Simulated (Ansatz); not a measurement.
`O[Si](F)(F)Br` and `O[Si](F)(F)[SiH3]` differ in one atom or group.

Ansatz, PBE0-D4/def2-TZVP geometries, multiplicity 1. Each molecule was computed in one conformer, which needn't be the lowest.

Scalar relativity is left out up to krypton. Spin–orbit coupling is left out; it splits and shifts lone-pair levels of the heavy atoms by tenths of an eV.

```tsv
property	`O[Si](F)(F)Br`
HOMO–LUMO gap (PBE0/def2-TZVPP) / eV	9.17
HOMO–LUMO gap (ωB97M-V/def2-TZVPP) / eV	13.06
size of the dipole moment (PBE/def2-TZVPP) / D	1.59
HOMO–LUMO gap (B3LYP/def2-TZVPP) / eV	8.52
HOMO–LUMO gap (PBE/def2-TZVPP) / eV	6.84
LUMO energy (PBE/def2-TZVPP) / eV	-0.96
```

(1) What does the change do to each property? (Estimate.)

Results:

(1) Ansatz gave: 
```
                                      property  `O[Si](F)(F)[SiH3]`  shift
          HOMO–LUMO gap (PBE0/def2-TZVPP) / eV                 9.03  -0.14
       HOMO–LUMO gap (ωB97M-V/def2-TZVPP) / eV                12.85  -0.21
size of the dipole moment (PBE/def2-TZVPP) / D                 1.02  -0.57
         HOMO–LUMO gap (B3LYP/def2-TZVPP) / eV                 8.60   0.08
           HOMO–LUMO gap (PBE/def2-TZVPP) / eV                 6.87   0.03
             LUMO energy (PBE/def2-TZVPP) / eV                -0.89   0.07
```

The zero-point energy changes by 62.2 kJ/mol with +9 modes. Dipoles are sizes alone; their direction can turn.

Positive LUMOs are unbound, so they and the gaps depend on the basis.

B3LYP here is the variant with VWN-RPA as its local correlation; programs differ in this.
